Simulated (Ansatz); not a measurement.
All numbers were calculated with Ansatz.

CH12BGaGeSi2, SMILES `[SiH3][SiH2]B[CH]([GaH2])[GeH3]` at its PBE0-D4/def2-TZVP geometry, where that method's forces vanish. The species carries charge 0 and has multiplicity 1.

```
atom   x (Å)   y (Å)   z (Å)
 Si1   0.712   0.576   1.930
 Si2  -0.507   1.900   0.423
  B3  -1.385   0.581  -0.845
  C4  -0.629  -0.617  -1.348
 Ga5  -0.901  -1.576   0.452
 Ge6   1.283  -0.570  -1.717
  H7   2.175   0.819   2.021
  H8   0.680  -0.870   1.401
  H9   0.142   0.456   3.296
 H10  -1.452   2.720   1.229
 H11   0.465   2.830  -0.221
 H12  -2.560   0.703  -1.064
 H13  -1.146  -1.265  -2.063
 H14  -1.947  -1.034   1.490
 H15  -0.364  -3.044   0.459
 H16   1.529  -0.070  -3.152
 H17   1.960   0.411  -0.737
 H18   1.944  -1.952  -1.552
```

(1) For each bond, give half the difference of the two atoms' forces along it (eV/Å; positive pushes the atoms apart) under PBE-D4, r2SCAN-D4, B3LYP-D4, ωB97M-V in def2-TZVPP. (An estimate is asked.)

Answers

(1) The calculation gave: 
| bond | length (Å) | PBE-D4 | r2SCAN-D4 | B3LYP-D4 | ωB97M-V |
| --- | --- | --- | --- | --- | --- |
| Si1–H7 | 1.486 | 0.10 | -0.03 | -0.13 | -0.14 |
| Si1–H8 | 1.539 | 0.13 | 0.02 | -0.07 | -0.09 |
| Si1–H9 | 1.485 | 0.10 | -0.02 | -0.10 | -0.11 |
| Si2–B3 | 2.030 | -0.11 | 0.01 | 0.08 | 0.07 |
| Si2–H10 | 1.489 | 0.11 | -0.03 | -0.10 | -0.11 |
| B3–C4 | 1.503 | 0.03 | 0.06 | 0.00 | 0.05 |
| B3–H12 | 1.201 | 0.07 | -0.04 | -0.15 | -0.14 |
| C4–Ga5 | 2.058 | 0.07 | 0.02 | 0.15 | 0.07 |
| C4–H13 | 1.095 | 0.10 | -0.01 | -0.10 | -0.06 |
| Ga5–H14 | 1.571 | -0.01 | -0.07 | -0.05 | -0.07 |
| Ga5–H15 | 1.562 | 0.05 | -0.08 | -0.13 | -0.14 |
| Ge6–H16 | 1.539 | 0.06 | -0.05 | -0.06 | -0.09 |
| Ge6–H17 | 1.544 | 0.06 | -0.06 | -0.04 | -0.05 |
| Ge6–H18 | 1.540 | 0.04 | -0.06 | -0.04 | -0.07 |

B3LYP here is the variant with VWN-RPA as its local correlation; programs differ in this.
